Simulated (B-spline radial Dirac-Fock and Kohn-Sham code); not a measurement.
# Kohn-Sham estimates against Dirac-Fock for the levels of Ho

System: atomic holmium, configuration [Xe] 4f9 5d2 6s2 (an excited configuration).

The density-functional columns are spherical, spin-unpolarised Dirac-Kohn-Sham results without Breit or QED terms: −ε is minus the orbital energy of the initial state and ΔSCF the difference of two total energies. The reference in the last column comes from Dirac-Fock ΔSCF + Breit + QED. All numbers are from a radial atomic solver, in eV; a selection of levels is shown. The Kohn-Sham columns are given as differences from the reference. For the 1s level of heavy atoms much of the gap between ΔSCF and the reference is the Breit and QED part, -250.9 eV here; for other levels the error of the functional can be larger.

```csv
level,LDA −ε − DF,LDA ΔSCF − DF,Dirac-Fock
1s,-245.8,+237.9,55632.9
2s,-146.6,-60.1,9420.1
2p1/2,-105.8,+4.9,8937.1
2p3/2,-114.7,-16.7,8090.1
3s,-72.8,-48.3,2156.8
3p1/2,-57.1,-30.9,1946.9
3p3/2,-56.2,-32.0,1767.4
3d3/2,-35.5,-6.6,1412.0
3d5/2,-36.3,-8.1,1373.8
4s,-35.5,-25.1,459.1
4p1/2,-28.1,-17.8,374.5
4p3/2,-28.2,-18.3,334.0
4d3/2,-15.6,-6.0,193.8
4d5/2,-15.7,-6.2,186.4
4f,-4.8,+3.5,21.14
5s,-9.2,-3.3,67.46
5p1/2,-4.8,+0.7,41.06
5p3/2,-4.8,+0.4,35.38
5d,-2.6,+1.2,6.06
6s,-0.9,+1.9,5.73
```

Values without a named source are computed, but for edge energies of neutral atoms, which are taken from tables.
